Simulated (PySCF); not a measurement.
C₃H₆GeO, SMILES O=C1[CH2][GeH2][CH2]1. The structure is a stationary point at B3LYP-D3(BJ)/def2-SVP. This is a generated structure with no PubChem entry under its InChIKey; it may be hypothetical.

Level of theory: B3LYP-D3(BJ)/def2-SVP run with PySCF.

Harmonic wavenumbers (cm⁻¹): 93, 356, 434, 435, 455, 490, 559, 644, 689, 697, 807, 844, 870, 920, 1054, 1092, 1120, 1133, 1376, 1393, 1859, 2141, 2156, 3058, 3063, 3155, 3156. Rotational constants (GHz): 8.292, 2.179, 1.881; symmetry number 1.

**Question.** Work out the zero-point energy and the ideal-gas rigid-rotor harmonic-oscillator thermochemistry at 298.15 K and 1 atm.

**Answer.** ZPE = ½ Σ hcν = ½ × 34049 cm⁻¹ = 48.67 kcal/mol. H − E(el) = 52.97 kcal/mol. Entropy in cal/(mol K): translation 40.52, rotation 26.65, vibration 10.38, total 77.55. G − E(el) = 29.85 kcal/mol. Cp = 24.24 cal/(mol K). Modes under 150 cm⁻¹ make the vibrational entropy uncertain.
